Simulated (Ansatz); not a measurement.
H4FNSn (SMILES [NH2][SnH2][F]), singlet, at a GFN2-xTB geometry (such geometries of metal compounds can be far from the true shape) (core potentials on Sn); PBE/def2-TZVPP (Ansatz, a quantum-chemistry and plane-wave program).

Ansatz was given this input:
Ansatz 0.2 input:
```yaml
crystal:
  periodic: [false, false, false]
  atoms:
    - {symbol: Sn, position_ang: [-0.14633890, 0.22417568, 0.15714153]}
    - {symbol: N, position_ang: [1.79164793, -0.10945071, -0.19845034]}
    - {symbol: F, position_ang: [-0.90934050, -1.23898615, -0.84497243]}
    - {symbol: H, position_ang: [-0.64280916, 1.58932171, -0.65389987]}
    - {symbol: H, position_ang: [-0.82764653, 0.01759786, 1.69008147]}
    - {symbol: H, position_ang: [1.98369967, -1.08003888, -0.41427234]}
    - {symbol: H, position_ang: [2.44622977, 0.18136539, 0.51491876]}
basis:
  gaussian:
    orbitals: def2-TZVPP
hamiltonian:
  xc: pbe
```

Question: What does Ansatz print? Leave out banner, timings and long lists.

Answer: 
```
Functional definition: PBE
935 factors; their error is unknown
mean field evaluation 1: about -10089.0033 eV, gradient 8.4e1 eV
mean field evaluation 2: about -10004.7131 eV, gradient 1.8e2 eV
mean field evaluation 4: about -10101.1903 eV, gradient 1.2e1 eV
mean field evaluation 8: about -10101.4466 eV, gradient 9.5e-2 eV
mean field evaluation 16: about -10101.4404 eV, gradient 4.7e-5 eV
mean field -10101.44035228 eV, -371.2210859442 hartree, gradient 4.7e-5 eV, S^2 0.000000; 0 other end points of the search recorded, 0 dependent functions left out
reference -10101.44039835 eV, -371.2210876371 hartree; 21, 21 occupied and 147, 147 virtual orbitals, 935 factors
Total energy: -10101.44039835 eV, -371.2210876371 hartree
```
